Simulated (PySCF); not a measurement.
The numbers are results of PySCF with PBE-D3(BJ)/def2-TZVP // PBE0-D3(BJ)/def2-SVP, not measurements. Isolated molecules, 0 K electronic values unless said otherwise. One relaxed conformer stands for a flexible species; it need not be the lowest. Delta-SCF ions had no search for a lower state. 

Reference species (SMILES): `B[C@@H]1C[C@@H]2C[C@H]1[C@H](S)C2` (neutral, multiplicity 1).

| Quantity | Result |
|---|---|
| LUMO | -2.21 eV |
| vertical ionisation energy (Delta-SCF) | 8.48 eV |

Changed species: `[C@@H]12C[C@@](B)(CC1)C[C@@H]2S`.

### Question
What does the change do to the LUMO and vertical ionisation energy (Delta-SCF)?

### Answer
the LUMO falls by 0.15 eV, to -2.36 eV; the vertical ionisation energy (Delta-SCF) falls by 0.03 eV, to 8.45 eV.
